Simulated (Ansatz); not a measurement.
Reaction (silylene loss): `OB(O)S[SiH3]` → `OB(O)S` + `[SiH2]`

Isolated molecules relaxed with PBE0-D4/def2-TZVP in Ansatz; ΔE leaves out vibrations. CCSD(T)/CBS is the MP2 limit (def2-TZVPP, def2-QZVPP) plus CCSD(T) − MP2 in def2-TZVPP, frozen cores. This one scheme is used for every species. DFT in def2-TZVPP. One conformer a species, not always the lowest.

CCSD(T)/CBS gives +288.1 kJ/mol.

(1) Another level gave +257.7 kJ/mol. Which?
A. revPBE/def2-TZVPP
B. CAM-B3LYP-D4/def2-TZVPP
C. RPA@PBE/def2-TZVPP
D. PBE-D4/def2-TZVPP

(2) What do rigid-rotor, harmonic-oscillator terms from PBE0-D4/def2-TZVP frequencies (298.15 K, 1 bar) make of the CCSD(T)/CBS value? (Estimate.)

Largest T1 diagnostic among the species: 0.014.

Answers

(1) C. RPA@PBE/def2-TZVPP 257.7, revPBE 269.3, CAM-B3LYP-D4 286.8, PBE-D4 295.0 kJ/mol.

(2) The calculation gave: ΔZPE = -16.8 kJ/mol, ΔH = +275.7 kJ/mol, ΔS = 153 J/(mol·K), ΔG = +230.1 kJ/mol.

In def2-TZVPP, CCSD(T) changes the Hartree–Fock value by +17.2 kJ/mol (the triples alone add +6.7 kJ/mol) and MP2 by +41.5 kJ/mol. The D4 term adds +14.9 kJ/mol with B3LYP and +8.0 kJ/mol with PBE0; it sums over pairs of atoms, weighted by their polarisabilities, and B3LYP, whose exchange is more repulsive, gets the larger term.

B3LYP here is the variant with VWN-RPA as its local correlation; programs differ in this.

CCSD(T)/CBS has its own doubt, a few kJ/mol and more with outer-core shells, so smaller differences from it don't rank the levels.
